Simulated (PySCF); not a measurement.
C3H13NO3Si2, SMILES CO[Si](N[SiH3])(OC)OC, GFN2-xTB optimised geometry.

```
22

Si    -1.11    -1.11     3.04
N     -1.24    -1.52     1.37
Si    -0.56    -0.70     0.00
O      1.06    -0.70     0.00
C      1.90    -0.05     0.92
O     -1.03     0.85     0.00
C     -2.34     1.34     0.13
O     -1.05    -1.41    -1.37
C     -0.55    -2.58    -1.94
H     -0.95     0.34     3.14
H      0.04    -1.78     3.68
H     -2.35    -1.58     3.67
H     -1.65    -2.42     1.18
H      1.70     1.02     0.93
H      2.93    -0.24     0.62
H      1.73    -0.45     1.93
H     -2.82     0.91     1.01
H     -2.28     2.42     0.22
H     -2.93     1.08    -0.76
H     -0.92    -2.64    -2.96
H      0.54    -2.57    -1.94
H     -0.89    -3.46    -1.38
```

Density from PySCF with B3LYP/def2-SVP at that geometry.

Minimum of the electron density along straight lines between bonded atoms, close to the bond critical point (lines longer than 1.1 times the sum of covalent radii, or with two minima, are not listed):

```tsv
bond	length / Å	ρ at the minimum / e bohr⁻³	∇²ρ there / e bohr⁻⁵	position (fraction from the first atom)
Si1–N2	1.725	0.121	0.72	0.40
N2–Si3	1.739	0.120	0.70	0.60
Si3–O4	1.622	0.132	1.09	0.41
O4–C5	1.401	0.255	-0.32	0.66
Si3–O6	1.619	0.133	1.11	0.41
O6–C7	1.401	0.255	-0.32	0.66
Si3–O8	1.620	0.132	1.10	0.41
O8–C9	1.401	0.254	-0.32	0.66
Si1–H10	1.462	0.118	0.34	0.49
Si1–H11	1.473	0.116	0.32	0.49
Si1–H12	1.467	0.117	0.33	0.49
N2–H13	1.007	0.329	(withheld)	0.76
C5–H14	1.091	0.284	-1.09	0.64
C5–H15	1.091	0.284	-1.09	0.64
C5–H16	1.093	0.282	-1.06	0.63
C7–H17	1.092	0.283	-1.07	0.63
C7–H18	1.091	0.284	-1.09	0.64
C7–H19	1.091	0.283	-1.09	0.64
C9–H20	1.090	0.284	-1.10	0.64
C9–H21	1.090	0.285	-1.10	0.64
C9–H22	1.093	0.281	-1.06	0.63
```

### Question
Fill in the missing entries.

### Answer

- N2–H13, ∇²ρ there / e bohr⁻⁵: -1.48
